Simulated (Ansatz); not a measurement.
Ansatz results at the PBE0-D4/def2-TZVP geometry: LUMO energy (ωB97M-V/def2-TZVPP) 0.08 eV; ideal-gas entropy at 298 K and 1 bar (rigid rotor, harmonic PBE0-D4/def2-TZVP) 338 J/(mol·K); LUMO energy (B3LYP/def2-TZVPP) -2.14 eV.

**Question.** Which molecule gave them?
A. `[OH][In-]([OH])([OH])[PH3+]`
B. `C[OH+][Al-]([CH3])([Cl])[Cl]`
C. `[BH3-][n+]1ccccc1`
D. `[OH][Al-]([OH])([OH])[OH+][SiH3]`

**Answer.** C. The others give `[OH][Al-]([OH])([OH])[OH+][SiH3]`: 1.32, 397, -0.50; `C[OH+][Al-]([CH3])([Cl])[Cl]`: 1.43, 424, -0.45; `[OH][In-]([OH])([OH])[PH3+]`: 0.79, 441, -1.30.

B3LYP here is the variant with VWN-RPA as its local correlation; programs differ in this.
